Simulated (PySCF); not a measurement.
Compound: C₄H₇F₃Se.
Atom-mapped SMILES: `[CH3:1][CH2:2][Se:3][CH2:4][C:5]([F:6])([F:7])[F:8]` (hydrogens: H9, H10, H11 on C1; H12, H13 on C2; H14, H15 on C4)

Cartesian coordinates in Å at the PBE0-D3(BJ)/def2-SVP level; atoms count from 1:
```xyz
15
C4H7F3Se angstrom
C      2.6227    0.2898   -0.4689
C      1.2104   -0.2351   -0.3046
Se     0.2319    0.8741    0.9780
C     -1.4084   -0.1634    1.0285
C     -2.3650    0.0955   -0.1088
F     -2.7656    1.3636   -0.1518
F     -1.8245   -0.2025   -1.2971
F     -3.4594   -0.6660    0.0276
H      2.6278    1.3206   -0.8551
H      3.1786   -0.3361   -1.1834
H      3.1729    0.2806    0.4845
H      0.6603   -0.2192   -1.2547
H      1.2107   -1.2660    0.0812
H     -1.1703   -1.2361    1.0500
H     -1.9234    0.0888    1.9657
```

Computed with PySCF at CAM-B3LYP/def2-SVPD, non-relativistic, on one gas-phase PBE0-D3(BJ)/def2-SVP geometry that isn't relaxed in the solvent. The solvent is an IEF-PCM continuum (cavity from Bondi-type radii × 1.2), and excitations are vertical TDDFT with non-equilibrium linear response and a frozen core. Only the electrostatic response of the medium enters. Spin–orbit coupling is left out although an atom past zinc is present.

```
run  E − E(gas) (kcal/mol)  HOMO (eV)  HOMO–LUMO gap (eV)  dipole (D)  lowest singlet (eV)  static polarisability (au)
gas                   0.00      -7.89                8.52        2.39                 4.81                        80.1
  P                  -3.22      -7.81                8.62        2.82                 4.88                        98.9
  Q                  -2.01      -7.82                8.59        2.65                 4.84                        91.1
```

The runs were made in benzene and chloroform. Which run belongs to which solvent?

P = chloroform, Q = benzene. The dielectric constants are 2.271 (benzene), 4.711 (chloroform), and the energy falls further as ε rises. The optical constants n² used for the excitations are 2.25, 2.09 in the same order. In this model the ground state sees the solvent through ε alone.

How constant is the ratio of the lowering to (ε − 1)/(2ε + 1)?

| solvent | (ε − 1)/(2ε + 1) | E − E(gas) (kcal/mol) | ratio (kcal/mol) | polarisation term (kcal/mol) |
| --- | --- | --- | --- | --- |
| benzene | 0.229 | -2.01 | -8.8 | -2.14 |
| chloroform | 0.356 | -3.22 | -9.0 | -3.57 |

The ratio changes by +2.9 % in size from benzene to chloroform. The polarisation term is half the interaction of the solute with the induced surface charges.
